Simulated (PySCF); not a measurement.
# Levels of Dy⁶¹⁺ from EOM-EA-GCCSD

Reference: closed-shell Dy⁶²⁺, [He] 2s2; one electron is added. Calculated with PySCF 2.14, two-component X2C-1e with screened spin-orbit coupling, an even-tempered Gaussian basis (17 s from 11 bohr⁻², ratio 2.6; 13 p from 14 bohr⁻², ratio 2.6; 7 d from 15 bohr⁻², ratio 2.8; 4 f from 280 bohr⁻², ratio 2.8); frozen nothing; the 30 highest virtual spinors dropped; of the others 50 kept and the rest restored at second order. No Breit or QED terms. Binding energies in eV.

```
level  Koopmans  second order  EOM-CCSD
2p1/2   14509.0       14507.9   14504.0
2p3/2   13627.0       13627.9   13627.8
```

For comparison, the ionisation energy of Dy⁶¹⁺ is 14495 ± 12 eV (theoretical estimate listed by NIST; NIST Atomic Spectra Database, ionization energies).

Only part of the computed levels is shown.
